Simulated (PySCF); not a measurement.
Al(F)(Br)(Me) (CH3AlBrF), SMILES [Br][Al]([CH3])[F]. Heavy atoms are numbered as in [Al:1]([F:2])([Br:3])[CH3:4]. Hydrogens are named by the atom that carries them.

Geometry: B3LYP-D3(BJ)/def2-SVP. The structure was generated by enumeration; whether it is a known compound was not checked.

All values below come from HF/pcSseg-1 in PySCF.

GIAO shieldings, no solvent; atoms alike by connectivity are averaged. δ = σ(ref) − σ: ¹⁹F against CFCl3 (σ = 238.5 ppm); ¹³C against TMS (σ = 192.6 ppm); ¹H against TMS (σ = 31.99 ppm), references at their B3LYP-D3(BJ)/def2-TZVP geometries, non-relativistic (without spin–orbit terms, shifts of atoms bonded to Cl or Br come out too high).

| atoms | nucleus | count | δ (ppm) |
|---|---|---|---|
| F2 | ¹⁹F | 1 | -115.3 |
| C4 (CH3) | ¹³C | 1 | (withheld) |
| H on C4 | ¹H | 3 | 0.33 |

**Question.** Complete the blanks. (The exact figures need the calculation; the answer reports its results.)

**Answer.** 
- C4 (CH3), δ (ppm): -9.9
